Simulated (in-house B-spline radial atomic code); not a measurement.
Values are calculated unless marked as measured or tabulated.
# Weak and strong correlation along the adiabatic connection

Two-electron singlets in several external potentials (atomic units), by full CI in B-splines with partial waves to l = 8 (correlation energies up to 0.6 % small). The repulsion is scaled by λ at fixed density; W(λ) is the mean repulsion less the Hartree energy, W(0) = E_x, and the area under W from 0 to 1 is E_xc.

One system gave this curve:

```csv
λ,W (hartree)
0,-0.67765
0.02,-0.67964
0.05,-0.68257
0.12,-0.68917
0.25,-0.70062
0.4,-0.71264
0.6,-0.72694
0.8,-0.73955
1,-0.75071
1.4,-0.76956
2,-0.79138
3,-0.81689
4.5,-0.84131
7,-0.86523
10,-0.88209
```

(1) Which system is it?
A. ω²r²/2 − Z/r, ω = 0.225, Z = 2
B. −V exp(−r²/w²), V = 12.2, w = 5.65
C. ω²r²/2 − Z/r, ω = 1.13, Z = 3
D. −Z exp(−kr)/r, Z = 8.79, k = 3.27

Results:

(1) B. The exchange energy sets the size: −V exp(−r²/w²), V = 12.2, w = 5.65: E_x = -0.678, E_c = -0.0404; −Z exp(−kr)/r, Z = 8.79, k = 3.27: E_x = -4.72, E_c = -0.0463; ω²r²/2 − Z/r, ω = 1.13, Z = 3: E_x = -1.78, E_c = -0.0428; ω²r²/2 − Z/r, ω = 0.225, Z = 2: E_x = -1.05, E_c = -0.0417 hartree.
